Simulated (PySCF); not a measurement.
AlF2HO, SMILES [OH][Al]([F])[F].

The structure is a stationary point at PBE0-D3(BJ)/def2-SVP. Other conformers were not sampled.

Computed with TDDFT-PBE0/def2-SVPD in PySCF 2.14.0.

Vertical excitations. Isolated molecule, no solvent. State labels are in the subgroup Cs.

Computed excitation energies, oscillator strengths and character:
```tsv
state	symmetry	energy (eV)	λ (nm)	f	main pairs
S1	A"	7.19	172	0.046	HOMO→LUMO 99 %
S2	A'	7.64	162	0.045	HOMO−1→LUMO 96 %
S3	A'	8.81	141	0.030	HOMO−2→LUMO 95 %
S4	A"	8.94	139	0.000	HOMO−3→LUMO 97 %
S5	A"	9.05	137	0.002	HOMO−1→LUMO+1 98 %
S6	A'	9.18	135	0.039	HOMO→LUMO+1 76 %, HOMO−4→LUMO 14 %
S7	A"	9.32	133	0.026	HOMO→LUMO+2 93 %
S8	A'	9.34	133	0.096	HOMO−4→LUMO 83 %, HOMO→LUMO+1 13 %
S9	A"	9.47	131	0.112	HOMO−5→LUMO 92 %
S10	A'	9.75	127	0.012	HOMO−1→LUMO+2 95 %
T1	A"	6.77	183	0	HOMO→LUMO 96 %
T2	A'	7.20	172	0	HOMO−1→LUMO 95 %
T3	A'	8.15	152	0	HOMO→LUMO+1 95 %
T4	A'	8.53	145	0	HOMO−2→LUMO 95 %
```
Triplets are in the Tamm–Dancoff approximation, which puts them higher than full response would, so one can lie above its singlet here.
